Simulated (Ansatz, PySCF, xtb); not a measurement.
Torsion H5–O3–C2–O1 in CH2O2 (SMILES O=CO); at each angle all else is relaxed with GFN2-xTB, and the levels are single points there.
Geometry at 0° (charge 0, multiplicity 1):
```xyz
5

O     -0.62577     1.08296     0.49752
C     -0.41654    -0.00569     0.05743
O      0.77069    -0.48997    -0.26543
H     -1.18966    -0.76326    -0.14190
H      1.46976     0.16491    -0.09653
```
Energies count from the point at 0°.

Correlated levels freeze the cores. CBS(a, b) extrapolates the correlation energy as X⁻³ and adds the Hartree–Fock energy of set b.

The values were computed with Ansatz (Gaussian basis) for Hartree–Fock, density functionals and correlated methods; PySCF for the dispersion terms; xtb for the GFN methods. Values without a source in brackets are computed.

Energies in kcal/mol.

```json
[
 {"dihedral (°)": "0", "GFN1-xTB": "0.00", "BLYP-D4/def2-TZVPP": "0.00", "B3LYP/def2-TZVPP": "0.00", "MP2/CBS(cc-pVTZ, cc-pVQZ)": "0.00", "CCSD/cc-pVDZ": "0.00", "CCSD(T)/CBS(cc-pVTZ, cc-pVQZ)": "0.00"},
 {"dihedral (°)": "20", "GFN1-xTB": "1.27", "BLYP-D4/def2-TZVPP": "1.29", "B3LYP/def2-TZVPP": "1.31", "MP2/CBS(cc-pVTZ, cc-pVQZ)": "1.32", "CCSD/cc-pVDZ": "1.39", "CCSD(T)/CBS(cc-pVTZ, cc-pVQZ)": "1.30"},
 {"dihedral (°)": "40", "GFN1-xTB": "4.66", "BLYP-D4/def2-TZVPP": "4.70", "B3LYP/def2-TZVPP": "4.74", "MP2/CBS(cc-pVTZ, cc-pVQZ)": "4.78", "CCSD/cc-pVDZ": "5.00", "CCSD(T)/CBS(cc-pVTZ, cc-pVQZ)": "4.68"},
 {"dihedral (°)": "60", "GFN1-xTB": "9.02", "BLYP-D4/def2-TZVPP": "8.93", "B3LYP/def2-TZVPP": "8.95", "MP2/CBS(cc-pVTZ, cc-pVQZ)": "9.00", "CCSD/cc-pVDZ": "9.39", "CCSD(T)/CBS(cc-pVTZ, cc-pVQZ)": "8.78"},
 {"dihedral (°)": "80", "GFN1-xTB": "12.65", "BLYP-D4/def2-TZVPP": "12.21", "B3LYP/def2-TZVPP": "12.11", "MP2/CBS(cc-pVTZ, cc-pVQZ)": "12.16", "CCSD/cc-pVDZ": "12.60", "CCSD(T)/CBS(cc-pVTZ, cc-pVQZ)": "11.81"},
 {"dihedral (°)": "100", "GFN1-xTB": "13.92", "BLYP-D4/def2-TZVPP": "12.85", "B3LYP/def2-TZVPP": "12.72", "MP2/CBS(cc-pVTZ, cc-pVQZ)": "12.79", "CCSD/cc-pVDZ": "13.16", "CCSD(T)/CBS(cc-pVTZ, cc-pVQZ)": "12.39"},
 {"dihedral (°)": "120", "GFN1-xTB": "12.66", "BLYP-D4/def2-TZVPP": "10.68", "B3LYP/def2-TZVPP": "10.73", "MP2/CBS(cc-pVTZ, cc-pVQZ)": "10.88", "CCSD/cc-pVDZ": "11.29", "CCSD(T)/CBS(cc-pVTZ, cc-pVQZ)": "10.57"},
 {"dihedral (°)": "140", "GFN1-xTB": "10.33", "BLYP-D4/def2-TZVPP": "7.41", "B3LYP/def2-TZVPP": "7.64", "MP2/CBS(cc-pVTZ, cc-pVQZ)": "7.86", "CCSD/cc-pVDZ": "8.45", "CCSD(T)/CBS(cc-pVTZ, cc-pVQZ)": "7.69"},
 {"dihedral (°)": "160", "GFN1-xTB": "8.40", "BLYP-D4/def2-TZVPP": "4.78", "B3LYP/def2-TZVPP": "5.12", "MP2/CBS(cc-pVTZ, cc-pVQZ)": "5.35", "CCSD/cc-pVDZ": "6.11", "CCSD(T)/CBS(cc-pVTZ, cc-pVQZ)": "5.30"},
 {"dihedral (°)": "180", "GFN1-xTB": "7.67", "BLYP-D4/def2-TZVPP": "3.80", "B3LYP/def2-TZVPP": "4.18", "MP2/CBS(cc-pVTZ, cc-pVQZ)": "4.41", "CCSD/cc-pVDZ": "5.23", "CCSD(T)/CBS(cc-pVTZ, cc-pVQZ)": "4.39"}
]
```

Ansatz is a quantum-chemistry and plane-wave program.
